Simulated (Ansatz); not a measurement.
Geometry optimisation, Ansatz 0.2.0, RKS r2SCANh/def2-SVP.

The input (input.yaml):

```yaml
crystal:
  periodic: [false, false, false]
  atoms:
    - { symbol: "N", position_ang: [-0.5017, 1.3461, 0.145] }
    - { symbol: Si, position_ang: [0.2808, -0.1315, 0.5722] }
    - { symbol: Zn, position_ang: [0.3029, -1.8242, -1.0687] }
    - { symbol: Cl, position_ang: [0.234, -1.7869, -1.4524] }
    - { symbol: H, position_ang: [-0.0846, 1.7406, -0.7497] }
    - { symbol: H, position_ang: [-1.5258, 1.1464, -0.1352] }
    - { symbol: H, position_ang: [1.7183, 0.161, 0.8932] }
    - { symbol: H, position_ang: [-0.3318, -0.7085, 1.7398] }
basis:
  gaussian: { orbitals: def2-SVP }
hamiltonian:
  xc: r2scanh
relax:
  f_tol: 0.015
  max_steps: 40
output:
  orbitals: {}
```

Command:

```bash
$ ansatz run input.yaml --threads 2 --pin off --max-ram 3072MiB --backend cpu --events-out ev --progress --plain --runs-dir out
```

**Question.** Where does it end, and by what steps?

**Answer.** The run converged. After 18 steps the energy has fallen by 2149.304 eV; Cl4 moved furthest, 1.77 Å. The start is strongly strained (largest force component 14520 eV/Å).

```tsv
step	energy less start (eV)	largest force component (eV/Å)	accepted
0	0.0000	14519.742	yes
1	-1928.5558	1059.155	yes
2	-1963.2978	866.569	yes
3	-2022.1869	556.631	yes
4	-2079.2355	282.585	yes
5	-2115.8929	129.129	yes
6	-2135.3775	55.182	yes
7	-2145.4746	17.064	yes
8	-2146.6690	13.872	yes
9	-2147.2564	11.626	yes
10	-2147.6987	7.980	yes
11	-2148.7703	3.343	yes
12	-2149.2043	0.739	yes
13	-2149.0780	1.614	no
14	-2149.2542	0.476	yes
15	-2149.2850	0.282	yes
16	-2149.2927	0.376	yes
17	-2149.3038	0.021	yes
18	-2149.3041	0.006	yes
```

```xyz
8
Properties=species:S:1:pos:R:3
N -0.558 1.479 0.265
Si 0.272 -0.005 0.646
Zn 0.372 -1.686 -1.016
Cl 0.440 -3.168 -2.536
H -0.148 2.094 -0.429
H -1.564 1.447 0.136
H 1.671 0.363 1.024
H -0.393 -0.580 1.855
```

Time of the run: 89 s on 2 threads of AMD EPYC 7B13 (Zen 3), with other jobs on the host, peak memory 0.31 GiB.
